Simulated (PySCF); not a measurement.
C2H12Si4, SMILES C1[SiH2][SiH2]C[SiH]1[SiH3]. Atoms are numbered in the order given.

```xyz
18

Si     3.1025     0.1357     0.0000
Si     0.8238    -0.4525     0.0000
C     -0.1051     0.2416    -1.5137
Si    -1.9786     0.0288    -1.1860
Si    -1.9786     0.0288     1.1860
C     -0.1051     0.2416     1.5137
H      3.8096    -0.3920    -1.2219
H      3.8096    -0.3920     1.2219
H      3.2270     1.6392     0.0000
H      0.6887    -1.9572     0.0000
H      0.1221     1.3262    -1.6006
H      0.2112    -0.2432    -2.4598
H     -2.4554    -1.2907    -1.7352
H     -2.7982     1.1238    -1.8197
H     -2.4554    -1.2907     1.7352
H     -2.7982     1.1238     1.8197
H      0.2112    -0.2432     2.4598
H      0.1221     1.3262     1.6006
```

Geometry: PBE-D3(BJ)/def2-SVP. This is a generated structure with no PubChem entry under its InChIKey; it may be hypothetical. Other conformers were not sampled.

Calculation: PySCF with PBE/pcSseg-1.

GIAO shieldings, no solvent; atoms listed in one row are averaged. δ = σ(ref) − σ: ²⁹Si against TMS (σ = 335.4 ppm); ¹³C against TMS (σ = 182.0 ppm); ¹H against TMS (σ = 31.49 ppm), references at their B3LYP-D3(BJ)/def2-TZVP geometries, non-relativistic.

```json
[
 {"nucleus": "²⁹Si", "atoms": "Si2", "count": "1", "δ (ppm)": "-26.4"},
 {"nucleus": "²⁹Si", "atoms": "Si4, Si5", "count": "2", "δ (ppm)": "-64.5"},
 {"nucleus": "²⁹Si", "atoms": "Si1", "count": "1", "δ (ppm)": "-105.3"},
 {"nucleus": "¹³C", "atoms": "C3, C6", "count": "2", "δ (ppm)": "-4.7"},
 {"nucleus": "¹H", "atoms": "H16, H14", "count": "2", "δ (ppm)": "4.71"},
 {"nucleus": "¹H", "atoms": "H10", "count": "1", "δ (ppm)": "4.60"},
 {"nucleus": "¹H", "atoms": "H13, H15", "count": "2", "δ (ppm)": "4.56"},
 {"nucleus": "¹H", "atoms": "H7, H8, H9", "count": "3", "δ (ppm)": "4.06"},
 {"nucleus": "¹H", "atoms": "H12, H17", "count": "2", "δ (ppm)": "0.95"},
 {"nucleus": "¹H", "atoms": "H18, H11", "count": "2", "δ (ppm)": "0.21"}
]
```
